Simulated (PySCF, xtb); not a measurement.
Si(Me)2(OH)(PH2) (C2H9OPSi), SMILES C[Si](C)(O)P.

xtb with GFN2-xTB at its own geometry gives an orbital gap of 4.88 eV and a dipole moment of 3.30 D.

Coordinates come from a B3LYP-D3(BJ)/def2-SVP optimisation. One conformer was computed; it need not be the lowest.

Q: What does PySCF with PBE0/def2-TZVP give? (An estimate is asked for; the answer gives what the named calculation found.)

A: gap 7.51 eV (levels -7.16 and 0.35 eV), dipole 2.67 D.
